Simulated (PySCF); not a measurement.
H₂Sb, SMILES [SbH2-], charge -1. Geometry optimised at r2SCAN-D4/def2-TZVPD. The def2 effective core potentials stand for the cores of Sb; spin–orbit coupling is left out.

Computed equilibrium geometry at r2SCAN-D4/def2-TZVPD (PySCF confirms it by a frequency run) as a Z-matrix, and its point group:
point group C2v.
```
Sb
H 1 1.7284
H 1 1.7284 2 90.31
```
Charge -1, spin multiplicity 1.
